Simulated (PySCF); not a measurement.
# Working out the ionisation energy of As²⁺

As²⁺ [Ar] 3d10 4s2 4p1 (2P) → As³⁺ [Ar] 3d10 4s2 (1S). Calculation: PySCF 2.14, in x2c-TZVPPall with one added diffuse shell each of s, p, d type (7s6p5d1f, 57 functions); the spin-free X2C one-electron Hamiltonian (Gaussian nucleus). Frozen: [Ar] 3d10. Energies in hartree (1 hartree = 27.21139 eV):

| part | As²⁺ (lower) | As³⁺ (upper) |
| --- | --- | --- |
| UHF | -2258.005295 | -2256.998297 |
| CCSD correlation | -0.052902 | -0.040040 |
| (T) | -0.000694 | 0.000000 |

Task: What does Hartree-Fock give?

Result: (-2256.998297) − (-2258.005295) = 1.006998 hartree = 27.402 eV.

Task: What do CCSD and CCSD(T) give?

Result: The CCSD correlation energies differ by 0.012862 hartree = 0.350 eV and the triples by 0.000694 hartree = 0.019 eV, so CCSD gives 27.752 eV and CCSD(T) 27.771 eV.

A first-order spin-orbit estimate adds 0.224 eV to CCSD(T) (valence), giving 27.995 eV against 28.349 ± 0.012 eV (measured; NIST Atomic Spectra Database, ionization energies).

What remains against the reference includes basis incompleteness, the frozen core and higher excitations.
